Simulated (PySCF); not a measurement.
# Continuum solvent and chemical shifts

Cartesian coordinates in Å; atom numbers follow the order of the lines, from 1:
```xyz
21

C     3.6235    0.4184   -0.0083
C     2.1617    0.7715   -0.1617
O     1.7893    1.8494   -0.5555
N     1.2812   -0.2422    0.2062
B    -0.1454   -0.2052    0.1582
C    -1.0702   -1.4135    0.5917
C    -2.4546   -0.7562    0.7076
C    -2.4651    0.3551   -0.3485
C    -1.0646    0.9849   -0.3018
H     3.8615   -0.5282   -0.5172
H     3.8729    0.2967    1.0580
H     4.2321    1.2270   -0.4280
H     1.7277   -1.0885    0.5423
H    -1.0681   -2.1330   -0.2523
H    -0.7595   -1.9857    1.4810
H    -3.2917   -1.4633    0.5917
H    -2.5607   -0.3058    1.7106
H    -2.6313   -0.0940   -1.3440
H    -3.2827    1.0771   -0.1929
H    -0.7441    1.5028   -1.2172
H    -1.0009    1.7535    0.4939
```

GIAO PBE0/pcSseg-1 in PySCF 2.14 on one PBE0-D3(BJ)/def2-SVP conformer, non-relativistic, equivalent nuclei averaged. Solvents enter as an IEF-PCM continuum (benzene with ε = 2.3, water with ε = 78.4) around the gas-phase geometry. Shifts are referred to TMS, BF3·OEt2 computed in the same medium.

Gas phase, δ in ppm: C2 173.5, C7/C8 29.6, C1 25.9, C6/C9 23.9, B5 59.5, H13 6.39, H10/H11/H12 1.97, H16/H17/H18/H19 1.56, H14/H15/H20/H21 1.15. Dipole moment 3.50 D.

(1) How does each δ change in the continuum?

(2) Which nuclei move most (in ppm), and what does the model miss?

Results:

(1) 
```tsv
atoms	environment	Δδ, benzene	Δδ, water
C2	amide carbonyl carbon	+3.1	+7.1
C7/C8	sp3 CH2 in a ring	+0.2	+0.4
C1	methyl carbon α to a carbonyl	+0.8	+1.9
C6/C9	sp3 CH2 bonded to B	+0.1	+0.3
B5	boron bonded to 2 C, N, in a 5-membered ring	+0.2	+0.3
H13	hydrogen on an amide-type nitrogen	+0.34	+0.86
H10/H11/H12	hydrogen on a methyl carbon α to a carbonyl	+0.09	+0.20
H16/H17/H18/H19	hydrogen on an sp3 CH2 in a ring	-0.01	-0.02
H14/H15/H20/H21	hydrogen on an sp3 CH2 bonded to B	-0.02	-0.05
```

Changes are relative to the gas phase. The dipole moment becomes 4.03 D in benzene, 4.86 D in water.

(2) C2 (amide carbonyl carbon, +7.1 ppm) in water. A continuum only polarises the solute; specific hydrogen bonds, the anisotropy of aromatic solvents and changes of geometry or conformer are outside it.
